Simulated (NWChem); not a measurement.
System: K cation

NWChem input:

```
start job
memory heap 200 mb stack 900 mb global 1100 mb
charge 1
geometry units angstroms noautoz
  K      0.000000     0.000000     0.000000
end
basis spherical
  * library def2-tzvpp
end
dft
  xc b3lyp
  iterations 150
  mulliken
end
task dft gradient
```

Output (shortened):

```
             Northwest Computational Chemistry Package (NWChem) 7.3.0
             --------------------------------------------------------

                             Geometry "geometry" -> ""
                             -------------------------

 Output coordinates in angstroms (scale by  1.889725989 to convert to a.u.)

  No.       Tag          Charge          X              Y              Z
 ---- ---------------- ---------- -------------- -------------- --------------
    1 K                   19.0000     0.00000000     0.00000000     0.00000000

 Effective nuclear repulsion energy (a.u.)       0.0000000000

                                 NWChem DFT Module
                                 -----------------

 Summary of "ao basis" -> "ao basis" (spherical)
 ------------------------------------------------------------------------------
       Tag                 Description            Shells   Functions and Types
 ---------------- ------------------------------  ------  ---------------------
 K                         def2-tzvpp               13       33   6s4p3d

            General Information
            -------------------
          SCF calculation type: DFT
          Wavefunction type:  closed shell.
          No. of atoms     :     1
          No. of electrons :    18
           Alpha electrons :     9
            Beta electrons :     9
          Charge           :     1
          Spin multiplicity:     1
          Use of symmetry is: off; symmetry adaption is: off
          Maximum number of iterations: 150
          AO basis - number of functions:    33
                     number of shells:    13
          Convergence on energy requested:  1.00D-06
          Convergence on density requested:  1.00D-05
          Convergence on gradient requested:  5.00D-04

              XC Information
              --------------
                         B3LYP Method XC Potential
                     Hartree-Fock (Exact) Exchange  0.200
                        Slater Exchange Functional  0.800 local
                    Becke 1988 Exchange Functional  0.720 non-local
              Lee-Yang-Parr Correlation Functional  0.810
                  VWN I RPA Correlation Functional  0.190 local

             Grid Information
             ----------------
          Grid used for XC integration:  medium
          Radial quadrature: Mura-Knowles
          Angular quadrature: Lebedev.
          Tag              B.-S. Rad. Rad. Pts. Rad. Cut. Ang. Pts.
          ---              ---------- --------- --------- ---------
          K                   2.20      112          12.0       590
          Grid pruning is: on
          Number of quadrature shells:   112
          Spatial weights used:  Erf1

      Superposition of Atomic Density Guess
      -------------------------------------

 Sum of atomic energies:        -599.15327767

 Renormalizing density from      19.00 to     18

      Non-variational initial energy
      ------------------------------

 Total energy =    -578.780730
 1-e energy   =    -780.429058
 2-e energy   =     201.648328
 HOMO         =      -1.660662
 LUMO         =      -0.300221

     ---------------------------------------------
      Total Density - Mulliken Population Analysis
     ---------------------------------------------

    Atom       Charge   Shell Charges
 -----------   ------   -------------------------------------------------------
    1 K   19    18.00   2.00  2.00  1.44  0.56  0.01 -0.00  6.01  5.31  0.68  0.01  0.00  0.00  0.00

   convergence    iter        energy       DeltaE   RMS-Dens  Diis-err
 ---------------- ----- ----------------- --------- --------- ---------
 d= 0,ls=0.0,diis     1   -599.6013347727 -6.00D+02  5.07D-02  1.96D+00
 d= 0,ls=0.0,diis     2   -599.7118248678 -1.10D-01  1.79D-02  4.83D-01
 d= 0,ls=0.0,diis     3   -599.7600134554 -4.82D-02  1.21D-03  2.09D-03
 d= 0,ls=0.0,diis     4   -599.7602481262 -2.35D-04  6.75D-06  4.54D-08
 d= 0,ls=0.0,diis     5   -599.7602481333 -7.08D-09  4.39D-07  1.51D-10

         Total DFT energy =     -599.760248133314
      One electron energy =     -819.778387215813
           Coulomb energy =      253.348336708054
    Exchange-Corr. energy =      -33.330197625555
 Nuclear repulsion energy =        0.000000000000

 Numeric. integr. density =       18.000000000011

                       DFT Final Molecular Orbital Analysis
                       ------------------------------------

 Vector    7  Occ=2.000000D+00  E=-9.749948D-01
              MO Center= -2.8D-16,  1.5D-15,  8.4D-15, r^2= 6.8D-01
   Bfn.  Coefficient  Atom+Function         Bfn.  Coefficient  Atom+Function
  ----- ------------  ---------------      ----- ------------  ---------------
    12      0.669678  1 K  pz                11     -0.452866  1 K  py
     9     -0.257859  1 K  pz                15      0.229152  1 K  pz
    10      0.208725  1 K  px                 8      0.174376  1 K  py
    14     -0.154963  1 K  py                 7     -0.080369  1 K  px
    13      0.071422  1 K  px

 Vector    8  Occ=2.000000D+00  E=-9.749948D-01
              MO Center=  3.5D-15, -6.2D-15, -1.2D-14, r^2= 6.8D-01
   Bfn.  Coefficient  Atom+Function         Bfn.  Coefficient  Atom+Function
  ----- ------------  ---------------      ----- ------------  ---------------
    11      0.595613  1 K  py                12      0.498348  1 K  pz
    10     -0.306621  1 K  px                 8     -0.229340  1 K  py
    14      0.203809  1 K  py                 9     -0.191888  1 K  pz
    15      0.170526  1 K  pz                 7      0.118064  1 K  px
    13     -0.104921  1 K  px

 Vector    9  Occ=2.000000D+00  E=-9.749948D-01
              MO Center= -4.4D-15,  5.9D-15,  1.4D-15, r^2= 6.8D-01
   Bfn.  Coefficient  Atom+Function         Bfn.  Coefficient  Atom+Function
  ----- ------------  ---------------      ----- ------------  ---------------
    10      0.748024  1 K  px                11      0.370512  1 K  py
     7     -0.288026  1 K  px                13      0.255961  1 K  px
     8     -0.142665  1 K  py                14      0.126783  1 K  py

 Vector   10  Occ=0.000000D+00  E=-2.170667D-01
              MO Center= -4.6D-14,  1.3D-13,  7.1D-14, r^2= 6.1D+00
   Bfn.  Coefficient  Atom+Function         Bfn.  Coefficient  Atom+Function
  ----- ------------  ---------------      ----- ------------  ---------------
     5      1.258602  1 K  s                  3     -0.287921  1 K  s
     4     -0.217540  1 K  s                  6     -0.179467  1 K  s
     2      0.086422  1 K  s                  1     -0.028963  1 K  s

 Vector   11  Occ=0.000000D+00  E=-1.338054D-01
              MO Center=  1.3D-14,  9.7D-14,  5.0D-14, r^2= 8.5D+00
   Bfn.  Coefficient  Atom+Function         Bfn.  Coefficient  Atom+Function
  ----- ------------  ---------------      ----- ------------  ---------------
    16      0.906019  1 K  px                18      0.427904  1 K  pz
    10     -0.247069  1 K  px                12     -0.116688  1 K  pz
    17      0.113640  1 K  py                 7      0.076417  1 K  px
     9      0.036091  1 K  pz                11     -0.030989  1 K  py

 Vector   12  Occ=0.000000D+00  E=-1.338054D-01
              MO Center= -4.7D-14,  9.4D-14,  1.5D-13, r^2= 8.5D+00
   Bfn.  Coefficient  Atom+Function         Bfn.  Coefficient  Atom+Function
  ----- ------------  ---------------      ----- ------------  ---------------
    17      0.701801  1 K  py                18     -0.684798  1 K  pz
    16      0.235398  1 K  px                11     -0.191379  1 K  py
    12      0.186743  1 K  pz                10     -0.064192  1 K  px
     8      0.059192  1 K  py                 9     -0.057758  1 K  pz

     ---------------------------------------------
      Total Density - Mulliken Population Analysis
     ---------------------------------------------

    Atom       Charge   Shell Charges
 -----------   ------   -------------------------------------------------------
    1 K   19    18.00   2.00  2.00  1.19  0.80  0.01 -0.00  5.98  4.63  1.37  0.01  0.00  0.00  0.00

     -------------------------------------------
      Total Density - Lowdin Population Analysis
     -------------------------------------------

    Atom       Charge   Shell Charges
 -----------   ------   -------------------------------------------------------
    1 K   19    18.00   2.00  2.00  1.08  0.85  0.06  0.01  5.94  4.19  1.81  0.06  0.00  0.00  0.00

            General Information
            -------------------
          SCF calculation type: DFT
          Wavefunction type:  closed shell.
          No. of atoms     :     1
          No. of electrons :    18
           Alpha electrons :     9
            Beta electrons :     9
          Charge           :     1
          Spin multiplicity:     1
          Use of symmetry is: off; symmetry adaption is: off
          Maximum number of iterations: 150
          AO basis - number of functions:    33
                     number of shells:    13
          Convergence on energy requested:  1.00D-06
          Convergence on density requested:  1.00D-05
          Convergence on gradient requested:  5.00D-04

              XC Information
              --------------
                         B3LYP Method XC Potential
                     Hartree-Fock (Exact) Exchange  0.200
                        Slater Exchange Functional  0.800 local
                    Becke 1988 Exchange Functional  0.720 non-local
              Lee-Yang-Parr Correlation Functional  0.810
                  VWN I RPA Correlation Functional  0.190 local

             Grid Information
             ----------------
          Grid used for XC integration:  medium
          Radial quadrature: Mura-Knowles
          Angular quadrature: Lebedev.
          Tag              B.-S. Rad. Rad. Pts. Rad. Cut. Ang. Pts.
          ---              ---------- --------- --------- ---------
          K                   2.20      112          12.0       590
          Grid pruning is: on
          Number of quadrature shells:   112
          Spatial weights used:  Erf1

          Convergence Information
          -----------------------
          Convergence aids based upon iterative change in
          total energy or number of iterations.
          Levelshifting, if invoked, occurs when the
          HOMO/LUMO gap drops below (HL_TOL):  1.00D-02
          DIIS, if invoked, will attempt to extrapolate
          using up to (NFOCK): 10 stored Fock matrices.

                    Damping( 0%)  Levelshifting(0.5)       DIIS
                  --------------- ------------------- ---------------
          dE  on:    start            ASAP                start
          dE off:    2 iters        150 iters           150 iters

                            NWChem DFT Gradient Module
                            --------------------------

  charge          =   1.00
  wavefunction    = closed shell

                         DFT ENERGY GRADIENTS

    atom               coordinates                        gradient
                 x          y          z           x          y          z
   1 K       0.000000   0.000000   0.000000    0.000000  -0.000000  -0.000000
```

Level: B3LYP/def2-TZVPP.
